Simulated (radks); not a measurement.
Values are calculated unless marked as measured or tabulated.
Initial-state core-level shifts of neutral ytterbium when its valence configuration changes from [Xe] 4f14 6s2. Code: a radial shooting solver on a logarithmic mesh with Libxc functionals. Model: Dirac Kohn-Sham, BLYP, spin-unpolarised, spherical densities, point nucleus; open shells fill j = l - 1/2 first. Shifts are changes of the shell-averaged eigenvalues in eV (positive: less bound).

| valence | 2s | 3s | 3d | 4p |
|---|---|---|---|---|
| 4f14 6s1 6p1 | -1.358 | -1.339 | -1.341 | -1.351 |
| 4f13 6s2 6p1 | -10.036 | -10.708 | -10.635 | -10.429 |
| 4f13 5d1 6s2 | -6.987 | -7.709 | -7.625 | -7.400 |
| 4f13 6s1 6p2 | -11.257 | -11.921 | -11.849 | -11.649 |
| 4f14 5d2 | +0.372 | +0.343 | +0.352 | +0.379 |
| 4f14 5d1 6s1 | +0.308 | +0.290 | +0.295 | +0.310 |
| 4f14 6p2 | -2.567 | -2.529 | -2.534 | -2.555 |
| 4f13.5 6s2 6p0.5 | -4.735 | -5.037 | -5.004 | -4.936 |
| 4f12 5d2 6s2 | -14.783 | -16.474 | -16.277 | -15.562 |
